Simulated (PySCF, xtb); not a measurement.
Cl₄Ti, SMILES [Cl][Ti]([Cl])([Cl])[Cl], multiplicity 1.

xtb with GFN2-xTB at its own geometry gives an orbital gap of 3.00 eV and a dipole moment of 0.00 D.

Coordinates come from a B3LYP-D3(BJ)/def2-SVP optimisation. The spin state was assumed, not searched.

Task: What does PySCF with r2SCAN/def2-TZVP give? (The exact figures need the calculation; the answer reports its results.)

Result: gap 4.02 eV (levels -8.65 and -4.63 eV), dipole 0.00 D.
